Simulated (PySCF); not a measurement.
# Te(2+): ionisation energy

Te(2+) [Kr] 4d10 5s2 5p2 (3P) → Te(3+) [Kr] 4d10 5s2 5p1 (2P), as a difference of total energies. Computed with PySCF 2.14 in aug-cc-pVDZ-PP with ECP28MDF (5s4p3d, 32 functions), with scalar relativity through the core potential. Correlated levels: valence: 4s2 4p6 4d10 frozen. The calculations carry no spin-orbit coupling.

| method | ionisation energy (eV) |
| --- | --- |
| UHF | 26.936 |
| MP2 (valence) | 27.153 |
| SCS-MP2 (valence) | 27.100 |
| CCSD (valence) | 27.184 |
| CCSD(T) (valence) | 27.189 |
| CCSDT (valence) | 27.190 |
| FCI (valence) | 27.191 |

Problem. How much does correlation contribute at CCSD(T) (valence)?

Solution. 27.189 − (26.936) = 0.253 eV, measured against UHF.

The reference lies between the lowest fine-structure levels, while these numbers refer to the centres of the terms.

Errors of the correlated levels include the incompleteness of this basis and the frozen core.

For comparison: 27.84 ± 0.04 eV (measured; NIST Atomic Spectra Database, ionization energies).
